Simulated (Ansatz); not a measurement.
Start from `SC1[SiH2]C[SiH2]1` and change one atom or group to get `C1[SiH2]C[SiH2]1`.

Ansatz, PBE0-D4/def2-TZVP geometries, multiplicity 1. Each molecule was computed in one conformer, which needn't be the lowest.

```json
{"property": "LUMO energy (B3LYP/def2-TZVPP) / eV", "`SC1[SiH2]C[SiH2]1`": "-0.61"}
{"property": "LUMO energy (PBE/def2-TZVPP) / eV", "`SC1[SiH2]C[SiH2]1`": "-1.23"}
{"property": "size of the dipole moment (B3LYP/def2-TZVPP) / D", "`SC1[SiH2]C[SiH2]1`": "1.92"}
{"property": "HOMO–LUMO gap (B3LYP/def2-TZVPP) / eV", "`SC1[SiH2]C[SiH2]1`": "5.73"}
{"property": "ideal-gas entropy at 298 K and 1 bar (rigid rotor, harmonic PBE0-D4/def2-TZVP) / J/(mol·K)", "`SC1[SiH2]C[SiH2]1`": "361"}
{"property": "HOMO–LUMO gap (ωB97M-V/def2-TZVPP) / eV", "`SC1[SiH2]C[SiH2]1`": "9.98"}
```

Task: Give the same properties after the change, and the shifts. (Estimate.)

Result: Computed: 
| property | `C1[SiH2]C[SiH2]1` | shift |
| --- | --- | --- |
| LUMO energy (B3LYP/def2-TZVPP) / eV | -0.20 | 0.41 |
| LUMO energy (PBE/def2-TZVPP) / eV | -0.80 | 0.43 |
| size of the dipole moment (B3LYP/def2-TZVPP) / D | 0.38 | -1.54 |
| HOMO–LUMO gap (B3LYP/def2-TZVPP) / eV | 7.32 | 1.59 |
| ideal-gas entropy at 298 K and 1 bar (rigid rotor, harmonic PBE0-D4/def2-TZVP) / J/(mol·K) | 311 | -50 |
| HOMO–LUMO gap (ωB97M-V/def2-TZVPP) / eV | 11.42 | 1.44 |

With PBE0 the HOMO falls by 1.15 eV and the LUMO rises by 0.41 eV, so the gap widens by about 1.56 eV. PBE moves the HOMO by -1.18 eV and ωB97M-V by -1.09 eV. The zero-point energy changes by 0.0 kJ/mol with -3 modes. Dipoles are sizes alone; their direction can turn. Modes under 60 cm⁻¹, often nearly free rotors, make the harmonic entropy too high.

B3LYP here is the variant with VWN-RPA as its local correlation; programs differ in this.
